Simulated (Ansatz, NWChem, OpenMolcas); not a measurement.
# How basis sets differ on C2H5Br (bromoethane)

C2H5Br has 8 atoms, charge 0, and is taken as a singlet. As SMILES, `CCBr`. Geometry: relaxed at PBE0-D4/def2-TZVP.

Quantity: the atomisation enthalpy at 298 K, in kJ/mol. The values are calculated. The thermal term (zero-point and 298 K enthalpy, harmonic and unscaled) is that of PBE0-D4/def2-TZVP; the spin-orbit lowering of the free atoms at 298 K, 14.7 kJ/mol by their spectra, is taken off.

Measured value to compare with: Active Thermochemical Tables gives the atomisation enthalpy at 298 K of the gas as 2699 kJ/mol.

```tsv
level	kind	program	value (kJ/mol)	computed − measured	CPU time (all runs)
SVWN5/MIDI!	LDA	NWChem	3032	+333	9.1 s
SVWN5/SBKJC-VDZ (core potential)	LDA	NWChem	2904	+205	6 s
SVWN5/LANL2DZ (core potential)	LDA	NWChem	3009	+310	6.2 s
SVWN5/DGauss-DZVP	LDA	NWChem	3064	+365	18 s
SVWN5/6-31G* (spherical functions)	LDA	OpenMolcas	3093	+394	27 s
SVWN5/jorge-DZP	LDA	NWChem	3016	+317	28 s
```

Nearest: SVWN5/SBKJC-VDZ (core potential) (+205 kJ/mol); farthest: SVWN5/6-31G* (spherical functions) (+394 kJ/mol). All-electron rows without a relativistic Hamiltonian named are non-relativistic, while core potentials hold scalar relativity, so basis and relativity change together. Without the sets that lack polarisation functions the rows with a basis span only 3016 to 3093 kJ/mol. Times are those of the runs behind each value, whatever else they computed, on shared processors of several kinds: orders of magnitude only.
